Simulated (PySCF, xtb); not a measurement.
Ge(F)3(NCO) (CF3GeNO), SMILES O=C=[N][Ge]([F])([F])[F].

GFN2-xTB (xtb) at its own geometry gives an orbital gap of 6.80 eV and a dipole moment of 1.43 D.

The structure is a stationary point at B3LYP-D3(BJ)/def2-SVP. This is a generated structure with no PubChem entry under its InChIKey; it may be hypothetical. One conformer was computed; it need not be the lowest.

Problem. What does B3LYP/def2-TZVP (PySCF) give? (Estimate from the structure and the level; the computed values follow.)

Solution. gap 7.80 eV (levels -9.70 and -1.90 eV), dipole 0.60 D.
